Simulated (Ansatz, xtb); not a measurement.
C3H9SSb: which of two conformers lies lower

Structure I is `C[CH2][Sb]([CH3])[SH]`, a singlet and structure II is `C[CH2][Sb]([CH3])[SH]`, a singlet. Both are isolated molecules in the gas phase, relaxed with r2SCAN-D4/def2-SVP.

I (Å):

| atom | x (Å) | y (Å) | z (Å) |
| --- | --- | --- | --- |
| C | -1.5361 | -1.3068 | 0.5902 |
| C | -0.5559 | -0.2771 | 0.0426 |
| C | 0.7390 | 0.4000 | 2.8708 |
| S | 2.2786 | 1.7071 | 0.0627 |
| Sb | 1.4287 | -0.4216 | 0.9722 |
| H | -2.5210 | -1.2235 | 0.0995 |
| H | -1.7047 | -1.1803 | 1.6726 |
| H | -1.1824 | -2.3389 | 0.4290 |
| H | -0.4024 | -0.3962 | -1.0425 |
| H | -0.9097 | 0.7541 | 0.2114 |
| H | 0.2248 | -0.3831 | 3.4494 |
| H | 1.6058 | 0.7572 | 3.4450 |
| H | 0.0470 | 1.2369 | 2.6926 |
| H | 1.1817 | 2.4261 | 0.3977 |

II (Å):

```xyz
14

C    -0.6580   -2.5644    1.4101
C    -1.7578   -1.6486    0.8887
C     0.2842    0.4872   -0.2813
S    -3.0420    1.2557   -0.3773
Sb   -1.3120    0.4772    1.2004
H    -0.9151   -3.6264    1.2562
H     0.3018   -2.3887    0.8967
H    -0.4843   -2.4286    2.4909
H    -1.9228   -1.7779   -0.1938
H    -2.7208   -1.8411    1.3896
H    -0.0345   -0.0610   -1.1801
H     1.1837    0.0135    0.1412
H     0.5192    1.5265   -0.5518
H    -3.5513    2.1711    0.4758
```

Q: Estimate which is lower in electronic energy at CCSD(T)/def2-SVP + ΔMP2/def2-TZVPP, and by roughly how much.

A: Too close to call at this level: CCSD(T)/def2-SVP + ΔMP2/def2-TZVPP gives E(II) − E(I) = −2.66 kJ/mol.

Level by level:

```tsv
level	geometry	E(II) − E(I) (kJ/mol)	departure from the last row (kJ/mol)	job, with rough time for the two
r2SCAN-D4/def2-SVP	r2SCAN-D4/def2-SVP	−2.86	−0.19	optimisation, 1.8 min
HF/def2-SVP	r2SCAN-D4/def2-SVP	−2.43	+0.24	part of the CCSD(T) run
MP2/def2-SVP	r2SCAN-D4/def2-SVP	−1.94	+0.72	part of the CCSD(T) run
CCSD(T)/def2-SVP	r2SCAN-D4/def2-SVP	−1.83	+0.83	single point
CCSD(T)/def2-SVP + ΔMP2/def2-TZVPP	r2SCAN-D4/def2-SVP	−2.66		single point, 2 min
```

The largest departure from CCSD(T)/def2-SVP + ΔMP2/def2-TZVPP is that of CCSD(T)/def2-SVP, 0.83 kJ/mol. Levels run at GFN2-xTB geometries aren't shown. The last row adds to CCSD(T) the change of the MP2 difference between the two basis sets, here −0.83 kJ/mol.

With harmonic frequencies from r2SCAN-D4/def2-SVP (ideal gas, rigid rotor, one conformer each, 298.15 K, 1 atm): on the last row, ΔE + ΔZPE = −2.50 kJ/mol. A mode under 50 cm⁻¹ makes harmonic enthalpies and free energies unreliable, so none is given.

The correlated steps freeze 12 core orbitals; the filled d shell of Sb is correlated, in a basis made for valence electrons. Atoms past krypton carry core potentials in the def2 sets and no spin–orbit term is included. Codes used: Ansatz 0.2.0; the last row on 2 threads of Arm Neoverse V1 on a shared host.
